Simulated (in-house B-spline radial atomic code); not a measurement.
Successive ionisation energies of dysprosium; each step leads to the configuration of the next row (after the last: bare). Dirac energy differences include first-order Breit, QED and recoil terms. NIST's values go from ground level to ground level; the uncertainty of those that are theory runs from under 0.1 % in few-electron ions to several per cent in heavy many-electron ones. Computed with a radial B-spline atomic code at the basis-set limit: Dirac-Hartree-Fock, jj configuration that fills j = l - 1/2 first, finite nuclei.

A number in brackets counts the electrons of a j subshell.

```csv
ion,configuration,ionisation energy (eV),tabulated value (eV),tabulated kind,computed minus tabulated (eV),highest orbital,largest mean radius (bohr)
Dy56+,[He] 2s2 2p6,12080.7,12081,tabulated theory,0,2p3/2,0.087548
Dy57+,[He] 2s2 2p1/2(2) 2p3/2(3),?,?,tabulated theory,?,?,?
Dy58+,[He] 2s2 2p1/2(2) 2p3/2(2),12681.5,12690,tabulated theory,-9,2p3/2,0.086728
Dy59+,[He] 2s2 2p1/2(2) 2p3/2(1),12986.6,12986,tabulated theory,1,2p3/2,0.086323
Dy60+,[He] 2s2 2p1/2(2),?,?,tabulated theory,?,?,?
Dy61+,[He] 2s2 2p1/2(1),?,?,tabulated theory,?,?,?
Dy62+,[He] 2s2,14935.6,14936,tabulated theory,0,2s1/2,0.085037
Dy63+,[He] 2s1,15227.6,15228.06,tabulated theory,0,2s1/2,0.084638
Dy64+,1s2,61732.6,61736.62,tabulated theory,-4,1s1/2,0.020993
Dy65+,1s1,63072.9,63073.23,tabulated theory,0,1s1/2,0.020859
```

Fill in the row of Dy57+.

ionisation energy (eV): 12379.5; tabulated value (eV): 12370; computed minus tabulated (eV): 10; highest orbital: 2p3/2; largest mean radius (bohr): 0.087137.

Fill in the row of Dy60+.

ionisation energy (eV): 14142.4; tabulated value (eV): 14144; computed minus tabulated (eV): -2; highest orbital: 2p1/2; largest mean radius (bohr): 0.08592.

Fill in the row of Dy61+.

ionisation energy (eV): 14495.0; tabulated value (eV): 14495; computed minus tabulated (eV): 0; highest orbital: 2p1/2; largest mean radius (bohr): 0.085477.

Where is the largest jump?

From Dy63+ to Dy64+, by a factor of 4.05 (15228 to 61733 eV); the highest orbital goes from 2s1/2 to 1s1/2.
